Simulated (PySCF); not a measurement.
Correlation energy of In³⁺ (indium, charge +3)

[Kr] 4d10, closed-shell 1S. Computed with PySCF 2.14 in x2c-TZVPPall, with the spin-free X2C one-electron Hamiltonian (Gaussian nucleus). Frozen: [Ar] 3d10; 18 electrons correlated.

| level | correlation energy (mhartree) |
| --- | --- |
| CCSD | -246.52 |
| (T) | -3.76 |
| CCSD(T) | -250.28 |

Diagnostics: T1 = 0.0066, D1 = 0.0125, largest double amplitude 0.013.

Cost of the coupled-cluster step: of the order of 2.8 core-seconds, for 18 correlated electrons.

This basis was not built for core-valence correlation, so the inner-shell part is incomplete.
